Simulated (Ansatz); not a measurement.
Basis-set extrapolation for `N[Si]1([SiH3])CC1` (PBE0-D4/def2-TZVP geometry, frozen core, Ansatz 0.2.0). Multiplicity 1, RHF reference.

|  | def2-TZVPP | def2-QZVPP |
| --- | --- | --- |
| HF | -713.349866 | -713.374295 |
| MP2 correlation | -0.805010 | -0.859802 |
| CCSD(T) correlation | -0.898686 | not run |

Energies in hartree. Use E(X) = E(∞) + A·exp(−7.88·√X) for Hartree–Fock and E(X) = E(∞) + B·X^(−2.97) for correlation, with X = 3 and 4, and add CCSD(T) minus MP2 of the smaller set to the MP2 limit.

Question: What is the CCSD(T) energy at the basis-set limit?

Answer: HF limit: -713.374295 + (-0.024429) × 0.13774 = -713.37766. MP2 limit: -0.859802 + (-0.054792) × 0.74074 = -0.90039. Higher-order term: -0.898686 − (-0.805010) = -0.09368. Total: -714.37173 hartree, 323.4 kJ/mol below CCSD(T)/def2-TZVPP.
